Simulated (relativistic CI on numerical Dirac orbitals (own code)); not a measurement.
What each ingredient does to the levels of Ge¹³⁺

Base calculation: Dirac-Coulomb-Breit CI, orbitals from a KLI potential per configuration, model QED (radiative potential, 1s self-energy scaled to tabulated hydrogen-like ionisation energies), unscaled Slater integrals.

Configuration list (outside the closed core [Ne]): 3s2 3p6 3d, 3s2 3p5 3d2, 3s 3p6 3d2, 3s2 3p6 4s, 3s2 3p6 4p, 3s2 3p6 4d, 3s2 3p6 4f, 3s2 3p5 3d 4s, 3s2 3p5 3d 4p, 3s2 3p6 5s, 3s2 3p6 5p, 3p6 3d3, 3p5 3d4. Double excitations out of closed p, d and f shells are left out; levels of such configurations are missing from the list, as are those of other unlisted configurations, and high levels can miss mixing partners. These lack a partner that the ground configuration has and come out too high: 3s2 3p5 3d 4s, 3s2 3p5 3d 4p.

The lowest level and the first level of each name with at least 55 % of one term (blank where a level has no safe partner in the second run):

```tsv
Level	Base (cm⁻¹)	Shift (cm⁻¹)
3s2 3p6 3d 2D_3/2	0	0
3s2 3p6 3d 2D_5/2	7603	+545
3s2 3p5 3d2 4D°_1/2	579192	+1168
3s2 3p5 3d2 4D°_3/2	582112	+1283
3s2 3p5 3d2 4D°_5/2	587031	+1540
3s2 3p5 3d2 4D°_7/2	594231	+2056
3s2 3p5 3d2 4G°_11/2	614671	+2261
3s2 3p5 3d2 4G°_9/2	615942	+1781
3s2 3p5 3d2 4G°_7/2	619457	+1492
3s2 3p5 3d2 4P°_3/2	631343	+1526
3s2 3p5 3d2 4F°_3/2	635472	+1113
3s2 3p5 3d2 4P°_1/2	638847	+1597
3s2 3p5 3d2 2D°_5/2	642862	+1803
3s2 3p5 3d2 4F°_9/2	644170	+2216
```

At this charge energies of transitions that change n are usually good to better than 1 %, and those within a shell (Δn = 0) to a few per cent.

Q: One thing was changed in a second run, which moved the levels as shown. Which?
A. configuration mixing switched off
B. Breit term removed
C. QED terms removed

A: B. Breit term removed. The Breit term mainly narrows fine-structure intervals, so removing it widens them.

LS names give the leading component of a level, which can be under half, so a name can repeat, a term be missing and a line seem to break the LS rules.
